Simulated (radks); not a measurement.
Results of a calculation; reference values are marked as such.
Species: the samarium ion Sm3.2+. Configuration: [Kr] 4d10 4f5 5s1.8 5p6 (fractional occupations, a model configuration). Code: a radial shooting solver on a logarithmic mesh with Libxc functionals. Model: scalar-relativistic Kohn-Sham, BLYP, spin-unpolarised, spherical densities, finite nucleus; Fermi nuclear charge, rms radius 5.0819 fm.

Normalised radial functions P(r) = r R(r), r in bohr:

r              4d
0.003719   0.0003
0.004921   0.0006
0.006459   0.0013
0.008547   0.0027
0.01131    0.0058
0.01484    0.0118
0.01964    0.0244
0.02599    0.0487
0.03411    0.0923
0.04513    0.1698
0.05971    0.2927
0.07901    0.4626
0.1037     0.6450
0.1372     0.7705
0.1816     0.7028
0.2383     0.3420
0.3153    -0.3075
0.4172    -0.9909
0.5476    -1.3476
0.7245    -1.2299
0.9587    -0.7962
1.268     -0.3649
1.665     -0.1175
2.203     -0.0228
2.915     -0.0024
3.826     -0.0001
5.062     0.0000

4d: eigenvalue -162.93 eV, 1 radial node at r = 0.279 bohr, <r> = 0.668 bohr, 90 % of the charge inside 1.00 bohr.
